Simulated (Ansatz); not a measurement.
System (SMILES): [SiH] (SiH), doublet.
Atoms: Si1, H2. Bonds: Si1-H2.

Basis-set convergence of the highest harmonic wavenumber at PBE0 with Ansatz (a first-principles code). Each level at its own minimum, finite differences of forces, unscaled; the reference is a large set that could be run, not a limit. Cartesian d functions, on some or all atoms, in 6-31+G*, 6-311G**; all else is spherical. The program fits the integrals of some runs and decomposes those of others, by size. Core-valence sets carry the plain set on hydrogen. Open shells are unrestricted. No added dispersion term, no relativity. Reference: the value in aug-pcseg-3, 2024 cm⁻¹, itself unsure by roughly 2 cm⁻¹ (its mean distance from aug-cc-pV(Q+d)Z, def2-QZVPPD, pcseg-3). Deviations are taken from unrounded values.

| basis | functions | highest harmonic wavenumber (cm⁻¹) | minus reference (cm⁻¹) |
|---|---|---|---|
| 3-21G | 15 | 1926 | -98 |
| pcseg-0 | 15 | 1817 | -207 |
| 6-31+G* | 25 | 2045 | 21 |
| cc-pV(D+d)Z | 28 | 2020 | -4 |
| 6-311G** | 33 | 2023 | -1 |
| 6-311++G(3df,3pd) | 65 | 2024 | 0 |
| aug-pcseg-2 | 73 | 2026 | 2 |
| cc-pCVTZ | 73 | 2018 | -6 |
| aug-cc-pV(T+d)Z | 78 | 2020 | -4 |
| cc-pV(Q+d)Z | 94 | 2028 | 4 |
| pcseg-3 | 97 | 2023 | -1 |
| def2-QZVPP | 100 | 2025 | 1 |
| aug-cc-pV(Q+d)Z | 135 | 2029 | 5 |

The smallest set listed that lies within 50 cm⁻¹ of the reference with all its larger relatives (same family, alike in diffuse functions; a set with none counts only in the reference's own line) is 6-31+G* (25 functions, 21 cm⁻¹ off). Inside, with no larger relative to test it: 6-311G**, cc-pCVTZ, pcseg-3, def2-QZVPP. (Relatives not listed, tested too: 6-311+G** 3, 6-311++G(2d,2p) -5, cc-pV(T+d)Z -5, aug-pcseg-3 0 cm⁻¹.)
